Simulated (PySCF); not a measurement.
How methods differ on the ionisation energy of Re⁺

Re⁺ [Xe] 4f14 5d5 6s1 [5d3/2^4 5d5/2^1 6s1/2^1, M_J = 3] → Re²⁺ [Xe] 4f14 5d5 [5d3/2^4 5d5/2^1, M_J = 5/2], as a difference of total energies. Computed with PySCF 2.14 in x2c-QZVPPall-2c (16s16p12d7f2g, 191 functions), with the two-component X2C-1e Hamiltonian. "Screened" scales the spin-orbit matrix elements by Boettger's factors to mimic the two-electron term; Breit and QED terms are absent.

```tsv
method	ionisation energy (eV)
GHF (spin-free)	15.742
GHF (screened spin-orbit)	15.725
```

The labels give the starting determinants; with spin-orbit coupling the two ends relaxed to ⟨J²⟩ = 12.01, ⟨L²⟩ = 0.21, ⟨S²⟩ = 11.95 and ⟨J²⟩ = 8.76, ⟨L²⟩ = 0.24, ⟨S²⟩ = 8.66.

For comparison: 16.6 ± 0.5 eV (semi-empirical (NIST evaluation); NIST Atomic Spectra Database, ionization energies).
